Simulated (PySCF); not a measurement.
Species: C₃H₇O₄S (doublet state).
Geometry (GFN2-xTB, Å), atoms numbered from 1 in this order:
```xyz
15
C3H7O4S angstrom
C     -1.427    0.733    0.892
S     -1.571   -0.633   -0.170
O     -0.783   -1.721    0.328
O     -2.932   -0.865   -0.520
O     -0.857   -0.054   -1.523
C      0.519    0.071   -1.360
O      0.822    0.757   -0.178
C      1.654    0.054    0.733
H     -1.850    1.658    0.569
H     -1.033    0.594    1.874
H      0.982   -0.925   -1.357
H      0.875    0.656   -2.220
H      2.641   -0.116    0.293
H      1.753    0.700    1.603
H      1.203   -0.902    1.013
```

The hyperfine couplings belong to this conformer and change with its torsions.

As a line formula: `[CH2]S(=O)(=O)OCOC` [radical].

Theory: PySCF, UKS B3LYP, pcH-1 on C H O S, non-relativistic, mean-field spin-orbit, GIAO. The structure is a single GFN2-xTB conformer in the gas phase; no vibrational or solvent corrections. The geometry wasn't refined by DFT: couplings that depend on bond lengths, twists or pyramidal angles can differ widely from those at the functional's own minimum. No stability test was run, so a lower SCF solution isn't excluded.

Question: The isotropic 17O couplings, averaged over equivalent nuclei, are -43.1, -4.1, +1.5 MHz. Assign them to O3/O4; O5; O7.

Answer: 
```json
{"site": "O3/O4", "a_iso (MHz)": "-4.1", "ρ(0) (bohr⁻³)": "+0.0068", "position": "2 bonds from C1", "distance from C1 (Å)": "2.60", "spin population": "+0.03", "largest |T| (MHz)": "12.3"}
{"site": "O5", "a_iso (MHz)": "+1.5", "ρ(0) (bohr⁻³)": "-0.0025", "position": "2 bonds from C1", "distance from C1 (Å)": "2.60", "spin population": "+0.02", "largest |T| (MHz)": "9.8"}
{"site": "O7", "a_iso (MHz)": "-43.1", "ρ(0) (bohr⁻³)": "+0.0710", "position": "4 bonds from C1", "distance from C1 (Å)": "2.49", "spin population": "+0.05", "largest |T| (MHz)": "25.6"}
```

ρ(0) is the spin density at the nucleus and T the dipolar tensor; a_iso includes a spin–orbit part; entries for several nuclei are means. The largest Mulliken spin population is on C1 (+0.98). The angles at C1 add up to 359.6°, so it is planar; its axial dipolar tensor and the negative couplings of its protons fit spin in a p orbital normal to that plane.

Class means assume fast exchange of nuclei equivalent by connectivity; if that motion is slow, each nucleus keeps its own coupling. H9 and H10 aren't averaged: C1 is flat or nearly so (angle sum 360°), and its turn about the short C1–S2 bond (1.74 Å) is taken as slow. The 17O value of -4.1 MHz is a mean of couplings from -7.5 to -0.7 MHz in this one geometry, not an average over conformers.

Hardware: one thread of an Arm Neoverse V2, no GPU (shared host). Cost: 79 s (grids of density and orbitals included), 0.98 GiB resident at most.
